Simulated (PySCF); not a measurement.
C4H4FNSi.
Structure used (PBE0-D3(BJ)/def2-SVP), in Å, numbered top down from 1:
```xyz
11
C4H4FNSi angstrom
N      3.3790   -0.6921    0.5717
C      2.2633   -0.4304    0.3865
C      0.8914   -0.1680    0.1548
C      0.2472    1.0250    0.1272
C     -1.1694    0.7511   -0.3063
F     -2.1218    1.2676    0.5331
Si    -0.7011   -1.1187   -0.1681
H      0.6608    2.0170    0.3526
H     -1.3647    1.1234   -1.3289
H     -0.7806   -2.0024   -1.3678
H     -1.2661   -1.7984    1.0290
```

The closed-shell ground state was solved at several levels (PySCF, density fitting, gas phase, non-relativistic).

```json
{"level": "LC-wPBE/def2-SVPD", "basis functions": "179", "total energy (Eh)": "-598.2430", "HOMO (eV)": "-11.06", "LUMO (eV)": "0.07", "gap (eV)": "11.13", "dipole (D)": "3.28"}
{"level": "B97-2/pcSseg-1", "basis functions": "146", "total energy (Eh)": "-598.7110", "HOMO (eV)": "-8.16", "LUMO (eV)": "-2.17", "gap (eV)": "5.99", "dipole (D)": "3.35"}
{"level": "PBE0/pcSseg-2", "basis functions": "315", "total energy (Eh)": "-598.5158", "HOMO (eV)": "-8.41", "LUMO (eV)": "-2.18", "gap (eV)": "6.23", "dipole (D)": "3.33"}
{"level": "B3LYP/def2-SVPD", "basis functions": "179", "total energy (Eh)": "-598.5627", "HOMO (eV)": "-8.22", "LUMO (eV)": "-2.39", "gap (eV)": "5.83", "dipole (D)": "3.25"}
{"level": "PBE0/pcSseg-0", "basis functions": "75", "total energy (Eh)": "-597.3252", "HOMO (eV)": "-8.51", "LUMO (eV)": "-2.15", "gap (eV)": "6.36", "dipole (D)": "3.37"}
{"level": "PBE0/6-31G", "basis functions": "75", "total energy (Eh)": "-598.2415", "HOMO (eV)": "-8.24", "LUMO (eV)": "-1.84", "gap (eV)": "6.40", "dipole (D)": "3.20"}
{"level": "CAM-B3LYP/def2-SVPD", "basis functions": "179", "total energy (Eh)": "-598.4115", "HOMO (eV)": "-9.72", "LUMO (eV)": "-1.05", "gap (eV)": "8.67", "dipole (D)": "3.29"}
{"level": "B97-D/pcSseg-1", "basis functions": "146", "total energy (Eh)": "-598.5917", "HOMO (eV)": "-7.15", "LUMO (eV)": "-2.94", "gap (eV)": "4.21", "dipole (D)": "3.30"}
{"level": "PBE0/def2-SVPD", "basis functions": "179", "total energy (Eh)": "-598.0783", "HOMO (eV)": "-8.45", "LUMO (eV)": "-2.20", "gap (eV)": "6.25", "dipole (D)": "3.25"}
{"level": "PBE0/6-311+G(2d,p)", "basis functions": "221", "total energy (Eh)": "-598.4825", "HOMO (eV)": "-8.42", "LUMO (eV)": "-2.19", "gap (eV)": "6.23", "dipole (D)": "3.29"}
```

(1) Estimate the row for PBE/def2-SVPD, a basis of 179 functions; the other rows only guide the guess.

(2) Over all these levels, which gives the widest orbital gap and which the narrowest?

(3) How much does the basis alone move the frontier levels among the 5 PBE0 rows?

(4) In the def2-SVPD basis, how does the gap go with the fixed share of exact exchange?

(5) How far do the dipole and the HOMO energy spread over the levels?

## Answers

(1) Total energy -598.0447 Eh, HOMO -7.24 eV, LUMO -3.14 eV, gap 4.10 eV, dipole 3.19 D.

(2) LC-wPBE/def2-SVPD (range-separated hybrid) has the widest, 11.13 eV, and PBE/def2-SVPD (GGA) the narrowest, 4.10 eV. The two share the basis. From the narrowest to the widest the HOMO moves by -3.82 eV and the LUMO by +3.21 eV.

(3) The HOMO by 0.27 eV and the LUMO by 0.36 eV. By rising basis size (HOMO, LUMO in eV): pcSseg-0 -8.51, -2.15; 6-31G -8.24, -1.84; def2-SVPD -8.45, -2.20; 6-311+G(2d,p) -8.42, -2.19; pcSseg-2 -8.41, -2.18.

(4) PBE (0 %) 4.10 eV; B3LYP (20 %) 5.83 eV; PBE0 (25 %) 6.25 eV. Each rise in the share widens the gap here.

(5) The dipole runs from 3.19 to 3.37 D (mean 3.28 D) and the HOMO from -11.06 to -7.15 eV.

The pairwise dispersion term of B97-D wasn't added to the energies; at a given geometry it leaves orbitals and properties as they are.
